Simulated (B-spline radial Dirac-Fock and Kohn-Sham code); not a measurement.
# Magnetic form factor of the 3d shell of Rh²⁵⁺

System: rhodium as Rh²⁵⁺ in the configuration [Ar] 3d2.

Calculated with a radial atomic solver, using Dirac-Fock orbitals of the configuration average with a finite nucleus. ⟨j_K⟩ is the integral of the 3d radial density with the spherical Bessel function j_K(4πsr), s = sin θ/λ.

```
s (Å⁻¹)    ⟨j0⟩    ⟨j2⟩    ⟨j4⟩
      0  1.0000  0.0000  0.0000
   0.05  0.9979  0.0009  0.0000
    0.1  0.9914  0.0034  0.0000
   0.15  0.9808  0.0076  0.0000
    0.2  0.9662  0.0134  0.0001
   0.25  0.9477  0.0207  0.0002
    0.3  0.9256  0.0293  0.0004
   0.35  0.9001  0.0390  0.0007
    0.4  0.8716  0.0498  0.0011
   0.45  0.8404  0.0614  0.0017
    0.5  0.8068  0.0737  0.0026
    0.6  0.7342  0.0993  0.0050
    0.7  0.6567  0.1250  0.0086
    0.8  0.5773  0.1495  0.0135
    0.9  0.4985  0.1715  0.0196
      1  0.4227  0.1901  0.0270
    1.1  0.3516  0.2047  0.0353
    1.2  0.2865  0.2150  0.0443
    1.4  0.1769  0.2228  0.0631
    1.6  0.0955  0.2159  0.0809
```

Radial moments of the shell: ⟨r²⟩ = 0.1167, ⟨r⁴⟩ = 0.02316, ⟨r⁶⟩ = 0.007017 in powers of bohr.
